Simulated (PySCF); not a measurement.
Run record: geometry optimisation, BiMe2(OMe) (`C[O][Bi]([CH3])[CH3]`).

Computed with PBE0-D3(BJ)/def2-SVP geometry optimisation, gas phase, def2 core potentials past Kr (PySCF 2.14.0). Start geometry: GFN2-xTB. A driver script takes a list of jobs; this job's settings line and coordinates (Å) are shown.

Input:
```
{"job": {"xc": "PBE0", "basis": "def2-SVP", "d3": "d3bj", "grid": 1, "maxiter": 30, "shake": 0.03, "kind": "geom"}, "charge": 0, "multiplicity": 1}
Bi     0.357910     0.368700     1.010700
C      2.080560     0.382020    -0.361470
H      2.379880     1.393790    -0.582410
H      1.878470    -0.063040    -1.285440
H      2.890100    -0.202150     0.053810
C     -0.706900     1.992080    -0.336320
H     -0.040990     2.849830    -0.412610
H     -1.617270     2.273690     0.046590
H     -0.821540     1.540310    -1.242510
O     -0.630080    -1.179830    -0.065230
C     -1.298150    -2.155130     0.678420
H     -0.574470    -2.670460     1.357830
H     -1.763350    -2.844110    -0.082990
H     -2.153610    -1.729500     1.264830
```

Task: What does the run print?

Result: 
```
step   0  E = -409.17963846  max force = 0.060661
step   1  E = -409.19641486  max force = 0.007807
step   2  E = -409.19730614  max force = 0.005008
step   3  E = -409.19765228  max force = 0.001817
step   4  E = -409.19771319  max force = 0.000410
step   5  E = -409.19772988  max force = 0.000431
step   6  E = -409.19773673  max force = 0.000209
optimisation converged
```

Energies in Eh; «max force» is the largest Cartesian gradient component in Eh/bohr.

Task: Give the first gradient maximum in eV/Å.

Result: With 1 Eh/bohr = 51.422 eV/Å, 3.119 eV/Å.

Summary of the converged run: final energy -409.19774 Eh after 6 steps; dipole 2.17 D.

The run took 56 s on an Intel Xeon Platinum 8488C with one thread, shared host with 96 logical CPUs at a one-minute load of 44, and the process peaked at 0.53 GiB of memory.
Labels such as C1 count atoms from 1, the log's own numbers from 0.
